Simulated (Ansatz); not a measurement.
Reaction (isomerisation): `COBCN` → `BNCOC`

Program: Ansatz. Geometries: PBE0-D4/def2-TZVP. ΔE: electronic, gas phase. CCSD(T)/CBS adds triple-zeta CCSD(T) − MP2 to the extrapolated MP2 energy (def2 sets, frozen cores). DFT in def2-TZVPP. B3LYP here is the variant with VWN-RPA as its local correlation; programs differ in this. Each species was taken in one conformer, which may not be the lowest.

`COBCN`:

Z-matrix (Å, degrees):
```
C
O 1 1.411
H 1 1.094 2 111.3
H 1 1.092 2 109.1 3 120.8
H 1 1.092 2 109.0 3 -120.7
B 2 1.345 1 122.4 3 -0.6
C 6 1.568 2 118.8 1 -177.6
H 6 1.208 2 119.2 1 0.5
N 7 1.458 6 112.7 2 -162.8
H 7 1.107 6 106.5 2 71.2
H 7 1.096 6 108.7 2 -41.4
H 9 1.012 7 110.7 6 -49.2
H 9 1.011 7 111.5 6 -168.5
```

`BNCOC`:

Cartesian coordinates in Å:
```
B 2.196 0.074 -1.087
N 1.024 -0.602 -0.782
C -0.207 -0.010 -0.377
O -0.452 -0.323 0.969
C -1.689 0.170 1.406
H 3.164 -0.557 -1.394
H 2.197 1.271 -1.045
H 1.004 -1.611 -0.788
H -0.132 1.076 -0.518
H -1.042 -0.384 -0.992
H -1.808 -0.124 2.448
H -1.734 1.266 1.340
H -2.521 -0.247 0.821
```

(1) Is it downhill or uphill in electronic energy at CCSD(T)/CBS, and by how much? (Estimate.)

(2) What do these levels give: PBE-D4, r2SCAN-D4, PBE0-D4, B3LYP-D4, r2SCAN, PBE0, HF/def2-TZVPP, MP2/def2-TZVPP, SCS-MP2/def2-TZVPP, CCSD/def2-TZVPP, CCSD(T)/def2-TZVPP, HF/def2-QZVPP? (An estimate is asked.)

Largest T1 diagnostic among the species: 0.012.

Results:

(1) The calculation gave: Uphill: ΔE = +45.7 kJ/mol.

(2) Ansatz gave: PBE-D4 41.1, r2SCAN-D4 42.7, PBE0-D4 42.9, B3LYP-D4 41.3, r2SCAN 42.9, PBE0 43.6, HF/def2-TZVPP 42.9, MP2/def2-TZVPP 43.3, SCS-MP2/def2-TZVPP 41.4, CCSD/def2-TZVPP 43.7, CCSD(T)/def2-TZVPP 42.3, HF/def2-QZVPP 43.6 kJ/mol.
